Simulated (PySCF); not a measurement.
N-methylbuta-2,3-dien-1-amine (C5H9N), SMILES C=C=CCNC.

Coordinates come from a PBE0-D3(BJ)/def2-SVP optimisation. One conformer was computed; it need not be the lowest.

Two levels are set side by side: PBE/def2-TZVP (PySCF) and PBE0/def2-TZVP (PySCF). Same geometry, gas phase. Differences are taken from unrounded values.

```
quantity                      PBE0    PBE  PBE minus PBE0
---------------------------  -----  -----  --------------
orbital gap (eV)              6.79   4.36           -2.43
highest occupied level (eV)  -6.52  -5.10            1.42
lowest empty level (eV)       0.28  -0.74           -1.01
dipole moment (D)             0.89   0.83           -0.06
mean polarisability (bohr³)   73.9   76.3             2.5
```

Without exact exchange PBE keeps part of each electron's self-repulsion, which lifts occupied levels and narrows the gap. PBE's more diffuse valence density responds more strongly to a field. Differences between two approximate levels are no errors against the true value.

Rough cost on one machine, each run with all the roots and properties that it gave: PBE0 against PBE within a factor of 2.
